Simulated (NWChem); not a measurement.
## Basis-set convergence for HfO$_{2}$

```xyz
3

Hf     0.0000     0.0000    -0.1931
O     -1.4432     0.0000     0.8689
O      1.4432     0.0000     0.8689
```
Charge 0, spin multiplicity 1.

All runs are NWChem calculations. All single points use one geometry, from B3LYP/def2-SVP with def2 effective core potentials on Hf, a minimum by its harmonic frequencies.

Quantity: vertical ionisation energy at the level ΔPBE0 (Δ: difference of total energies, the cation a doublet at the parent's geometry with its hole in an orbital of symmetry b1 (C2v labels); it is the state that the SCF runs reached, from PBE0 orbitals for Hartree-Fock references, and need not be the lowest).

Effective core potentials replace the inner electrons of Hf; spin-orbit coupling is left out. The structure started from a generated list of species. No SCF solution was tested for a lower state.

The cost column gives rough processor time relative to def2-SVP; each entry includes its own SCF.

In def2-QZVP the value is 8.91 eV. Among def2-SVP, def2-SVPD, def2-TZVP, def2-TZVPP, def2-TZVPD, which is the smallest basis within 0.05 eV of it?

def2-TZVP, with 102 functions against 186 and about 20 % of the time (also within reach: def2-TZVPP, def2-TZVPD). def2-QZVP isn't the basis-set limit itself, and a small set can land close by cancellation.

| basis | functions | vertical ionisation energy (eV) | relative cost |
|---|---|---|---|
| def2-SVP | 60 | 8.85 | 1 |
| def2-SVPD | 81 | 9.02 | under 3 |
| def2-TZVP | 102 | 8.88 | under 3 |
| def2-TZVPP | 118 | 8.90 | under 3 |
| def2-TZVPD | 123 | 8.91 | under 3 |
| def2-QZVP | 186 | 8.91 | 8 |
